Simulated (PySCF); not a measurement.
Compound: C5H9FOSi.
Z-matrix (Å and degrees, GFN2-xTB geometry), rows numbered from 1:
```
C 
C   1  1.3252
C   2  1.5046  1  121.20
O   3  1.4260  2  114.61  1  -130.38
C   4  1.3751  3  116.99  2   -64.66
F   5  1.3911  4  109.76  3   -53.97
C   5  1.5219  4  115.82  3    69.13
Si  2  1.8863  1  125.50  3   179.43
H   1  1.0770  2  121.38  3  -178.46
H   1  1.0800  2  122.41  3     0.98
H   3  1.0998  2  108.95  1   107.18
H   3  1.0929  2  111.42  1   -12.71
H   5  1.1010  4  105.30  3  -167.05
H   7  1.0892  5  107.20  4    64.88
H   7  1.0886  5  108.25  4  -179.14
H   8  1.4662  2  110.37  1  -101.18
H   8  1.4634  2  111.93  1    24.70
```

NICS = −σ at a ghost point: NICS(0) at the centroid of the ring atoms, NICS(1) 1 Å to either side along the normal of their mean plane, zz for the tensor component along that normal. Level: GIAO PBE0/pcSseg-1 (PySCF, non-relativistic, gas phase) on the GFN2-xTB geometry, one conformer.

Ring bond lengths (Å), with Mayer bond orders in brackets: C2–C3 1.505 (1.00), C3–O4 1.426 (0.88), O4–C5 1.375 (1.03), C5–C7 1.522 (1.03), C7–Si8 1.905 (0.87), Si8–C2 1.886 (0.83).

Task: Give the NICS values of each ring in ppm.

Result: 
```csv
ring,type,NICS(0),"NICS(1), two faces","NICS(1)zz, two faces",rms pucker (Å),"centre to ring atoms, mean (Å)"
C2–C3–O4–C5–C7–Si8,6-membered ring with O and Si; formal bonds all single,-0.8,-0.9 / -1.7,3.4 / 2.4,0.22,1.55
```

Task: What can be read from them?

Result: 
- C2–C3–O4–C5–C7–Si8: mean NICS(1)zz 2.9 ppm, near zero. C3, C5, C7, Si8 have four or more neighbours, so the value isn't read as a sign of a π ring current.

Task: List the ring angles and the Hirshfeld charges of the ring atoms.

Result: 
- C2–C3–O4–C5–C7–Si8: C2 113.3° (-0.093 e), C3 114.6° (-0.004 e), O4 117.0° (-0.144 e), C5 115.8° (+0.127 e), C7 109.7° (-0.179 e), Si8 101.1° (+0.332 e); sum 671.5° against 720° for a flat convex ring.

Task: What are the shieldings of the ring atoms and their hydrogens in the same run (means over atoms taken as equivalent)?

Result: 
```
atoms                      environment  σ isotropic (ppm)  principal values of the symmetric part, first atom (ppm)
   C2  fully substituted alkene carbon               38.4                                        -77.7, 11.4, 181.6
   C3       sp3 carbon bound to oxygen              115.1                                        84.3, 115.7, 145.5
   O4              cyclic ether oxygen              237.7                                       179.2, 244.7, 289.2
   C5                   sp3 C–F carbon               74.8                                         47.9, 73.6, 103.0
   C7      sp3 carbon bound to silicon              167.9                                       146.7, 167.4, 189.7
  Si8                     SiH2 silicon              408.5                                       382.9, 413.4, 429.2
  H11               methylene hydrogen              26.56                                          22.9, 26.5, 30.3
  H12               methylene hydrogen              27.47                                          22.7, 27.6, 32.1
  H13                 methine hydrogen              25.35                                          22.9, 23.4, 29.8
  H14               methylene hydrogen              30.54                                          27.1, 27.9, 36.7
  H15               methylene hydrogen              30.38                                          26.7, 28.0, 36.5
  H16                    Si–H hydrogen              26.97                                          24.0, 25.2, 31.7
  H17                    Si–H hydrogen              27.37                                          24.1, 25.3, 32.7
```
